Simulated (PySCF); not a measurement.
## Level sweep

Compound: trimethyl arsine, C3H9As.
SMILES with atom numbers: `[CH3:1][As:2]([CH3:3])[CH3:4]` (hydrogens: H5, H6, H7 on C1; H8, H9, H10 on C3; H11, H12, H13 on C4)

PySCF, dipoles from the SCF density, polarisabilities from static response with core orbitals frozen. Geometry: PBE0-D3(BJ)/def2-SVP; no solvent, vibrations or thermal averaging. Relativistic effects, spin–orbit coupling among them, are left out although an element past zinc is present.

Question: How do dipole and polarisability depend on functional and basis here?

Answer: 

| level | μ (D) | error (%) | α (Å³) | anisotropy (Å³) |
| --- | --- | --- | --- | --- |
| LDA/def2-SVPD | 1.028 | +19.5 | 11.14 | 1.46 |
| PBE/def2-SVPD | 0.975 | +13.4 | 11.01 | 1.45 |
| B3LYP/def2-SVPD | 0.943 | +9.6 | 10.79 | 1.45 |
| PBE0/def2-SVPD | 1.044 | +21.4 | 10.66 | 1.45 |
| BHandHLYP/def2-SVPD | 1.004 | +16.7 | 10.48 | 1.46 |
| CAM-B3LYP/def2-SVPD | 0.985 | +14.5 | 10.61 | 1.46 |
| wB97X-D/def2-SVPD | 1.073 | +24.8 | 10.62 | 1.39 |
| LC-wPBE/def2-SVPD | 1.099 | +27.8 | 10.29 | 1.43 |
| HF/def2-SVPD | 1.152 | +34.0 | 10.23 | 1.45 |
| PBE0/6-31G* | 1.284 | +49.3 | 8.81 | 1.42 |
| PBE0/def2-SVP | 1.025 | +19.2 | 9.11 | 1.77 |
| PBE0/def2-TZVP | 0.973 | +13.1 | 10.29 | 1.72 |

Reference dipole: 0.860 D (measured, gas; NIST CCCBDB Release 22 (SRD 101), experimental dipoles). The anisotropy is √(½[(α1 − α2)² + (α2 − α3)² + (α3 − α1)²]). For the dipole, the smallest error is 9.6% (B3LYP/def2-SVPD) and the largest 49.3% (PBE0/6-31G*). Even the closest misses by 10%. The dipole runs from 0.94 D (B3LYP/def2-SVPD) to 1.28 D (PBE0/6-31G*). No reference polarisability is at hand; against PBE0 in the largest diffuse basis at hand (def2-SVPD) the other PBE0 rows deviate by 6-31G* -17%, def2-SVP -15%, def2-TZVP -3%. In one basis (def2-SVPD) the functionals order the polarisability from HF (lowest) to LDA (highest), a spread of 9%. With PBE0 the polarisability is 9.40 Å³ without diffuse functions (mean of 6-31G*, def2-SVP and def2-TZVP) and 10.66 Å³ with them (def2-SVPD). Measured values can belong to vibrating molecules and may average over conformers; the computed ones are for one fixed geometry.
